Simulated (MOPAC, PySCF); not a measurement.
Noncovalent pair: HCl (SMILES Cl) (first 2 atoms) with ClH3Si (SMILES [SiH3]Cl); geometry from B3LYP-D3(BJ)/def2-TZVP, rigid monomers moved along the line of their centres of mass till H2···Cl4 is 2.84 Å.
(charge 0, multiplicity 1):
```xyz
7

Cl     0.181     0.427    -0.082
H     -0.089    -0.456     0.818
Si     0.004     0.563     4.183
Cl    -0.448    -1.347     3.485
H     -0.091     0.523     5.654
H     -0.981     1.498     3.611
H      1.372     0.892     3.747
```

Interaction energies are E(AB) − E(A) − E(B) at the monomers' geometry in the complex; basis-set methods are counterpoise corrected. Rows marked so take none.

Rows in 3-21G carry no dispersion term and start afresh at each structure. The state reached by AM1, PM6 isn't checked.

Run with MOPAC for AM1, PM6 (differences of heats of formation); PySCF for 3-21G rows. Values without a source in brackets are computed.

Problem. One of these levels gives -5.8 kJ/mol for the interaction energy. Which?
A. AM1
B. HF/3-21G (no counterpoise)
C. PM6

Solution. C, PM6. The others give -3.2 (AM1), -9.2 (HF/3-21G (no counterpoise))
